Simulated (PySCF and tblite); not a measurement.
C6H6S2, numbered as in [CH3:1][C:2](=[S:3])[c:4]1[cH:5][cH:6][cH:7][s:8]1. Search: ETKDG and KDG, MMFF94s, GFN2-xTB, 60 starts; geometries at GFN2-xTB. Weights use BP86-D3(BJ)/pcSseg-1 (IEF-PCM, methanol) energies plus GFN2-xTB zero-point and thermal terms (modes under about 100 cm⁻¹ blended into free rotors). Symmetry numbers and mirror images are counted. Conformers within 3 kcal/mol (GFN2-xTB free energy) were kept, 4 at most. GIAO shieldings: BP86/pcSseg-1 (IEF-PCM, methanol). Shifts are against TMS (¹H), TMS (¹³C) at the same level. Run with PySCF (density fitting) and tblite.

Torsions listed: S3–C2–C4–S8.

Two conformers hold nearly all the population. I: 180°; δ(H5) = 8.45 ppm. II: 0°; δ(H5) = 7.58 ppm. The average over the ensemble at 298.15 K is 7.65 ppm.

What populations and free-energy difference follow from a two-state model?

p(I) = (7.65 − 7.58)/(8.45 − 7.58) = 0.08, so K = p(II)/p(I) = 11.43 and G(II) − G(I) = −RT ln K = -1.44 kcal/mol. The weights computed directly are 8.2 % and 91.8 %.
